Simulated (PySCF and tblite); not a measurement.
Values are calculated unless marked as measured or tabulated.
C₆H₉NOS, numbered as in [N:1]#[C:2][C@@H:3]1[CH2:4][CH2:5][CH2:6][S@:7](=[O:8])[CH2:9]1.

Conformers came from 60 starts (ETKDG and KDG, MMFF94s, GFN2-xTB); geometries are GFN2-xTB. Free energies are PBE0-D3(BJ)/pcSseg-1 (IEF-PCM, acetonitrile) single points with GFN2-xTB rigid-rotor and vibrational terms (modes under about 100 cm⁻¹ blended into free rotors). Symmetry numbers and mirror images are counted. Conformers within 2.5 kcal/mol (GFN2-xTB free energy) were kept, 4 at most. Of two unlike H on one atom, a is the less shielded (PBE0/pcSseg-1 (IEF-PCM, acetonitrile)). Programs: PySCF with density fitting and tblite.

An NOE distance is ⟨r⁻⁶⟩^(−1/6) over all pairs of like atoms and, for the average, over conformers.

The 6-ring runs over atoms 3–4–5–6–7–9.

```
conformer                                       shape  weight %
        1                 6-ring chair (C2, O8 axial)      61.0
        2  6-ring chair (all substituents equatorial)      39.0
```

Problem. Which H–H contacts under 3.5 Å would NOEs report (pairs on one atom left out) at 298.15 K?

Solution. 
```
       pair  in 1 (Å)  in 2 (Å)  average (Å)
 H3 ··· H4a      2.45      2.50         2.47
 H3 ··· H9b      2.49      2.52         2.50
H4b ··· H5a      2.52      2.49         2.50
H4a ··· H5b      2.52      2.49         2.51
H5a ··· H6a      2.51      2.57         2.53
H5b ··· H6b      2.60      2.51         2.56
H4b ··· H5b      2.44      3.06         2.58
H5b ··· H6a      2.45      3.07         2.59
 H3 ··· H4b      2.48      3.06         2.62
 H3 ··· H9a      2.49      3.07         2.63
H4a ··· H5a      3.06      2.45         2.70
H4a ··· H6b      2.50      4.30         2.70
H5a ··· H6b      3.06      2.47         2.72
H6b ··· H9b      2.58      4.58         2.79
H4a ··· H9b      2.62      4.31         2.83
H6a ··· H9a      4.59      2.52         2.92
 H3 ··· H5b      4.29      2.55         2.95
H4b ··· H6a      4.29      2.55         2.95
H4b ··· H9a      4.30      2.55         2.95
```

Longer pairs under the limit may be missing.

Problem. In a model where alignment follows shape alone (order matrix 0.001 × (3G/tr G − 1)/2, G the second moments of the atom positions; splitting J + 2D), what are the one-bond C–H dipolar couplings D?

Solution. H3 2.6 Hz (-0.7 in conformer 1), H4a 1.1 Hz (2.8 in conformer 1), H4b 3.3 Hz (0.4 in conformer 1), H5a 1.4 Hz (2.7 in conformer 1), H5b 1.9 Hz (-1.9 in conformer 1), H6a 1.9 Hz (-1.8 in conformer 1), H6b -0.5 Hz (3.1 in conformer 1), H9b 1.0 Hz (2.6 in conformer 1), H9a 1.6 Hz (-2.3 in conformer 1).


Conformer gaps in pcSseg-1 on xTB geometries can be 2 kcal/mol off for S=O, P=O and other polar bonds.